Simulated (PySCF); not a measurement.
## Computed properties of AuH6N2, SMILES [NH3]->[Au][NH3+], charge +1, multiplicity 1

AuH6N2, SMILES [NH3]->[Au][NH3+], charge +1, multiplicity 1. Geometry: PBE0-D3(BJ)/def2-SVP. The multiplicity is an assumed one; other spin states were not compared. The def2 effective core potentials stand for the cores of Au; spin–orbit coupling is left out. Other conformers were not sampled. All values are computed for the isolated molecule unless a solvent is named; none is compared with measurement here.

**Structure.** The optimised structure has D3 symmetry. All 21 harmonic modes at PBE0-D3(BJ)/def2-SVP (PySCF) are real, so it is a minimum. With heavy atoms numbered as in [Au:1](<-[NH3:2])[NH3+:6], the shortest bond between them is Au1–N2 at 2.065 Å and the longest Au1–N6 at 2.065 Å.

**Vibrations.** The strongest infrared lines (harmonic, unscaled, degenerate partners summed) lie at 3582 cm⁻¹ (400 km/mol, H 92 %, N 8 %), 1318 cm⁻¹ (185 km/mol, H 85 %, N 15 %), 786 cm⁻¹ (126 km/mol, H 83 %, N 16 %). The softest mode is at 29 cm⁻¹ and the zero-point energy is 49.7 kcal/mol.

**Electronic structure.** M06-2X/def2-TZVPD (PySCF) places the frontier levels at -13.70 and -4.23 eV, a gap of 9.47 eV and a mean polarisability of 43.5 bohr³. PBE/def2-TZVPD (PySCF) at the same geometry gives -11.20 and -5.87 eV, so its gap is 4.14 eV narrower. An orbital gap is neither the optical nor the fundamental gap.

**Excitations.** TDA-ωB97X/def2-SVPD (PySCF) has S1 at 6.81 eV (182 nm, f = 0.000, dark); the most intense of the 10 singlets computed lies at 7.32 eV (f = 0.22). Strengths of degenerate partners are summed. T1 (TDA) is at 5.82 eV, 0.99 eV under S1. TDA-PBE/def2-SVPD (PySCF) puts S1 at 5.98 eV. No vertical singlet excitation falls in the visible range (under 3.1 eV).
